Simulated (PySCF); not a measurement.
Electron correlation in Ar (argon, neutral)

[Ar], closed-shell 1S. Computed with PySCF 2.14 in 6-31G*, with the non-relativistic Hamiltonian (point nucleus). Frozen: [Ne]; 8 electrons correlated.

MP2 pair energies summed by pair of shells (mhartree):

```json
{"pair": "3p-3p", "energy": "-107.17", "share (%)": "79.4"}
{"pair": "3s-3p", "energy": "-21.36", "share (%)": "15.8"}
{"pair": "3s-3s", "energy": "-6.44", "share (%)": "4.8"}
```

Total MP2 correlation energy: -134.98 mhartree.

Same-spin part -36.62 and opposite-spin part -98.36 mhartree; SCS-MP2 scales them by 1/3 and 6/5 to -130.24 mhartree.

```
  level  correlation energy (mhartree)
   CCSD                        -147.19
    (T)                          -1.54
CCSD(T)                        -148.73
```

Diagnostics: T1 = 0.0014, D1 = 0.0023, largest double amplitude 0.041.

Question: Is a single reference adequate?

Answer: Yes: T1 lies below 0.03 and no double amplitude reaches 0.07.
